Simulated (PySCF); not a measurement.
Match the calculated data to a structure.

All candidates are C6H13BO2.

* XPS: B1s 196.7, C1s 289.5, C1s 290.0, C1s 290.3, C1s 290.7, C1s 291.9, C1s 292.5, O1s 538.1, O1s 538.4 eV [ΔSCF SCAN, pcX-2 on the ionised atom, pcseg-1 elsewhere, spin-free X2C]
* Valence photoelectron: vertical ionisation energy: 9.04 eV [ΔSCF wB97X-D/def2-SVPD]
* 13C NMR: chemical shifts (computed TMS as zero) by class: 152.4 (1 C), 114.1 (1 C), 67.3 (1 C), 53.9 (1 C), 21.5 (1 C), -3.6 (1 C) ppm [GIAO B3LYP/pcSseg-1]
* Polarisability: 95.6 au [wB97X-D/def2-SVPD]
* Rotational structure: rotational constants A, B, C: 3.101, 0.786, 0.672 GHz [PBE0-D3(BJ)/def2-SVP]
* UV, strongest line: among the 10 lowest singlet transitions: S2 at 7.25 eV (171 nm, f = 0.387) [TDDFT wB97X-D/def2-SVPD]
* Triplet: lowest triplet excitation (Tamm–Dancoff): 4.47 eV [TDA wB97X-D/def2-SVPD]

Gas-phase values; electronic properties from PySCF, density fitting. Levels stand in brackets. Isolated species at its PBE0-D3(BJ)/def2-SVP geometry (one conformer only). Each NMR value is the plain mean over a class of atoms that symmetry, rotation or inversion makes alike.

Problem. Which candidate is it?
A. `CC(C)=C(C)CB(O)O`
B. `CC1(C)OBOC1(C)C`
C. `C=C(C)COB(C)OC`

Solution. C. It is `C=C(C)COB(C)OC`. Numbering: `[CH2:1]=[C:2]([CH3:3])[CH2:4][O:5][B:6]([CH3:7])[O:8][CH3:9]`. 6 carbons fall into 6 classes; from least to most shielded: fully substituted alkene carbon [C2] (152.4 ppm), terminal =CH2 carbon [C1] (114.1 ppm), sp3 carbon bound to oxygen [C4] (67.3 ppm), methoxy carbon [C9] (53.9 ppm), allylic carbon [C3] (21.5 ppm), sp3 carbon bound to boron [C7] (-3.6 ppm). The core levels belong to: B1s 196.7 eV, three-coordinate boron [B6]; C1s 289.5 eV, terminal =CH2 carbon [C1]; C1s 290.0 eV, sp3 carbon bound to boron [C7]; C1s 290.3 eV, fully substituted alkene carbon [C2]; C1s 290.7 eV, allylic carbon [C3]; C1s 291.9 eV, sp3 carbon bound to oxygen [C4]; C1s 292.5 eV, methoxy carbon [C9]; O1s 538.1 eV, boron-bound oxygen [O5]; O1s 538.4 eV, boron-bound oxygen [O8]. The hole state at 290.3 eV has ⟨S²⟩ = 0.85 against 0.75, so that value is less sure. The first electron is taken from the HOMO, whose largest Löwdin shares are 0.38 on the terminal =CH2 carbon, 0.33 on the fully substituted alkene carbon, 0.07 on the sp3 carbon bound to oxygen and 0.06 on the allylic carbon. The optimised geometry has point group C1 and is an asymmetric top.

The others, at the same levels:
- `CC1(C)OBOC1(C)C` fails: its computed core binding energies are B1s 196.7, C1s 290.6 (×4), C1s 292.1 (×2), O1s 538.1 (×2) eV, rotational constant A is 2.008 GHz (against 3.101 GHz) and smallest rotational constant is 1.535 GHz (against 0.672 GHz).
- `CC(C)=C(C)CB(O)O` fails: its computed 13C shifts are 137.1 (1 C), 128.7 (1 C), 25.1 (1 C), 23.2 (1 C), 22.1 (1 C), 21.8 (1 C) ppm, core binding energies are B1s 196.9, C1s 289.6, C1s 289.7, C1s 289.9, C1s 290.2, C1s 290.3, C1s 290.4, O1s 538.8 (×2) eV and vertical ionisation energy is 8.01 eV (against 9.04 eV).

Each candidate is one conformer, not necessarily the lowest. Dipoles, sizes and rotational constants follow the conformer. The torsions of the flexible species, by atom-mapped SMILES:
- `[CH2:1]=[C:2]([CH3:3])[CH2:4][O:5][B:6]([CH3:7])[O:8][CH3:9]`: C1–C2–C4–O5 0°, C2–C4–O5–B6 -135°, C4–O5–B6–C7 179°, O5–B6–O8–C9 179°
- `[CH3:1][C:2]([CH3:3])=[C:4]([CH3:5])[CH2:6][B:7]([OH:8])[OH:9]`: C2–C4–C6–B7 87°, C4–C6–B7–O8 66°, H–O8–B7–C6 -177°, H–O9–B7–C6 -3°
